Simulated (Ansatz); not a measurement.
Species: C4H6BN, SMILES `C(/C=C\B)C#N` (charge 0, multiplicity 1), formula C4H6BN.

How many basis functions does frozen-core CCSD(T)/cc-pVTZ // CAM-B3LYP-D3(BJ)/def2-TZVP (Ansatz, a program for electronic structure) use, how many core orbitals are frozen, and how many electrons are correlated?

264 basis functions and 6 frozen orbitals, which leaves 30 correlated electrons. Core time is of the order of minutes.
